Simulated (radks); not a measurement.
Al, configuration [Ne] 3s0.5 3p2.5 (fractional occupations, a model configuration). Method: scalar-relativistic Kohn-Sham, PBE, spin-polarised, spherical densities, point nucleus; open shells are filled with parallel spins first; computed with a radial shooting solver on a logarithmic mesh with Libxc functionals.

Normalised radial functions P(r) = r R(r), r in bohr:

r	2s up	3s up
0.0044	0.0994	0.0262
0.004962	0.1112	0.0294
0.005639	0.1252	0.0330
0.006409	0.1408	0.0372
0.007284	0.1581	0.0417
0.008213	0.1759	0.0464
0.009334	0.1969	0.0520
0.01061	0.2198	0.0580
0.01206	0.2449	0.0646
0.0136	0.2703	0.0713
0.01545	0.2994	0.0790
0.01756	0.3304	0.0872
0.0198	0.3610	0.0952
0.0225	0.3951	0.1042
0.02558	0.4299	0.1134
0.02907	0.4648	0.1225
0.03278	0.4968	0.1309
0.03725	0.5289	0.1393
0.04234	0.5573	0.1467
0.04812	0.5802	0.1526
0.05426	0.5946	0.1562
0.06166	0.5999	0.1573
0.07009	0.5920	0.1548
0.07966	0.5678	0.1479
0.08981	0.5276	0.1367
0.1021	0.4633	0.1190
0.116	0.3746	0.0947
0.1308	0.2678	0.0655
0.1487	0.1287	0.0277
0.169	-0.0348	-0.0166
0.192	-0.2189	-0.0660
0.2165	-0.4046	-0.1152
0.2461	-0.6084	-0.1681
0.2797	-0.8075	-0.2180
0.3179	-0.9890	-0.2603
0.3584	-1.1316	-0.2890
0.4074	-1.2426	-0.3034
0.463	-1.3019	-0.2970
0.522	-1.3060	-0.2693
0.5933	-1.2556	-0.2154
0.6743	-1.1543	-0.1368
0.7664	-1.0130	-0.0365
0.8641	-0.8573	0.0728
0.9821	-0.6821	0.1990
1.116	-0.5129	0.3266
1.269	-0.3624	0.4462
1.43	-0.2459	0.5433
1.626	-0.1518	0.6256
1.848	-0.0867	0.6779
2.1	-0.0452	0.6924
2.368	-0.0223	0.6701
2.691	-0.0094	0.6115
3.059	-0.0035	0.5251
3.449	-0.0012	0.4293
3.919	-0.0003	0.3243
4.455	-0.0001	0.2279
5.063	0.0000	0.1486
5.709	0.0000	0.0927
6.488	0.0000	0.0515
7.374	0.0000	0.0260
8.381	0.0000	0.0117
9.449	0.0000	0.0050
10.74	0.0000	0.0017

2s up: eigenvalue -110.29 eV, 1 radial node at r = 0.165 bohr, <r> = 0.626 bohr, 90 % of the charge inside 0.990 bohr. 3s up: eigenvalue -9.597 eV, 2 radial nodes at r = 0.161, 0.799 bohr, <r> = 2.46 bohr, 90 % of the charge inside 3.72 bohr.
